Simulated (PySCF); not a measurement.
How the method moves the HOMO and LUMO of hydrogen diatomic

Species: hydrogen diatomic, H2.
Z-matrix (Å and degrees, PBE0-D3(BJ)/def2-SVP geometry), rows numbered from 1:
```
H 
H   1  0.7610
```

Basis pcSseg-2 throughout (PySCF), one geometry. Isolated species at its PBE0-D3(BJ)/def2-SVP geometry, gas phase.

How do the orbital energies and the gap change with the method?

```
   method                    kind  HOMO (eV)  LUMO (eV)  gap (eV)  SCF cycles
      PBE                     GGA     -10.28       0.65     10.93           8
    B97-2           global hybrid     -11.65       1.36     13.01           7
     PBE0           global hybrid     -11.88       1.38     13.26           7
 mPW1PW91           global hybrid     -11.94       1.31     13.25           7
BHandHLYP           global hybrid     -13.49       1.85     15.34           6
CAM-B3LYP  range-separated hybrid     -13.50       2.03     15.52           6
  wB97X-D  range-separated hybrid     -13.94       3.05     16.99           7
  LC-wPBE  range-separated hybrid     -15.01       3.15     18.17           6
```

The HOMO spans 4.74 eV, from PBE down to LC-wPBE, and the gap runs from 10.93 eV (PBE) to 18.17 eV (LC-wPBE). Over the methods PBE (0 %), B97-2 (21 %), PBE0 (25 %), mPW1PW91 (25 %), BHandHLYP (50 %), a straight line through the gap against the share of exact exchange rises by 0.88 eV for each 10 % (correlation coefficient 0.998). The dipole is below 0.03 D at every level.

The vertical ΔSCF ionisation energy at CAM-B3LYP/def2-SVPD is 16.29 eV; −ε(HOMO) comes closest to it with LC-wPBE (15.01 eV).
